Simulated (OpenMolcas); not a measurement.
Pt2+ in a ligand field

Pt2+ with 6 ligands (sulfide) in octahedral coordination (Oh) at 2.58 Å. A charge of +1.67 e stands 2.4 Å behind each ligand. Ligand basis ANO-RCC-VDZP.

```yaml
Program: OpenMolcas
Method: CASSCF
Basis: ANO-RCC-VDZP [7s6p4d2f]
Scalar_Hamiltonian: DKH2, point nucleus
Active_space: 8 electrons in 5 orbitals (5d)
State_averaging: 2S+1 = 3 even, 10 roots; 2S+1 = 1 even, 15 roots
Spin-orbit_coupling: RASSI with atomic mean-field integrals over the reference wave functions
```

The lowest spin-free states (labels of O, the rotations of Oh), above the lowest:

```csv
State,Degeneracy,E (cm-1)
3A2,1,0.0
3T2,3,4042
3T1,3,7089
1E,2,9830
1T2,3,13935
1A1,1,15461
3T1,3,15655
1T1,3,17401
1E,2,20837
1T2,3,20934
1A1,1,38356
```

The lowest levels with spin-orbit coupling:

| E (cm-1) | Degeneracy | Label | 2S+1 |
| --- | --- | --- | --- |
| 0.0 | 3 | T2 | 3 |
| 2643 | 2 | E | 3 |
| 3438 | 3 | T1 | 3 |
| 4699 | 1 | A1 | 3 |
| 8244 | 2 | E | 1 (53 %) |
| 9042 | 3 | T2 | 3 (74 %) |
| 10901 | 1 | A2 | 3 |
| 12244 | 3 | T1 | 3 |
| 13105 | 3 | T2 | 3 (75 %) |
| 16717 | 3 | T2 | 3 |
| 19059 | 1 | A1 | 3 (59 %) |
| 20144 | 2 | E | 3 |
| 21693 | 2 | E | 1 (64 %) |
| 22200 | 3 | T1 | 3 (89 %) |
| 22509 | 1 | A1 | 1 (67 %) |
| 23135 | 3 | T1 | 1 (84 %) |
| 24657 | 3 | T2 | 1 (81 %) |
| 28418 | 2 | E | 1 (76 %) |
| 28684 | 3 | T2 | 1 (66 %) |
| 47123 | 1 | A1 | 1 (85 %) |

Powder χT (cm3 K/mol): 2.11 at 2 K, 2.11 at 10 K, 2.13 at 50 K, 2.15 at 100 K, 2.2 at 200 K, 2.25 at 300 K. The effective moment at 300 K is 2.828 √(χT) = 4.24 μB.

The lowest level has 2S+1 = 3, for which the spin-only value is χT = S(S+1) / 2 = 1.000 cm3 K/mol (g = 2). The computed 2.248 at 300 K differs by +1.248, through orbital momentum, spin-orbit coupling and any other state in reach.

Metal share of the active 5d orbitals (Löwdin): 81, 81, 90, 90, 90 %; Mulliken charge of the metal 1.87.

Spin-orbit coupling mixes the spin-free states strongly: the lowest level takes only 63 % from its leading state, 3A2. Without dynamic correlation the repulsion within the d shell is too large (B by tens of per cent), so at a given field states of lower spin stand too high. Real 4d8 and 5d8 ions are as a rule square planar and diamagnetic. The least metal-like active orbital is 81 % on the metal (Löwdin) and no ligand orbital is active, so the numbers are rough. The sulfide ions are held by bare point charges, a crude embedding. With metal d orbitals alone the field can be off either way by tens of per cent. Ligand-to-metal charge-transfer states are missing. With no ligand orbital active B as a rule stays too high, so bands that hang on it stand too high and its fall with covalency is understated. No measured value stands beside these numbers; the geometry is a model, was not optimised and need not be the one that this ion takes.

The RASSCF and RASSI steps took 40 s on 1 thread of Arm Neoverse V2 (shared host); the integral step is not counted.
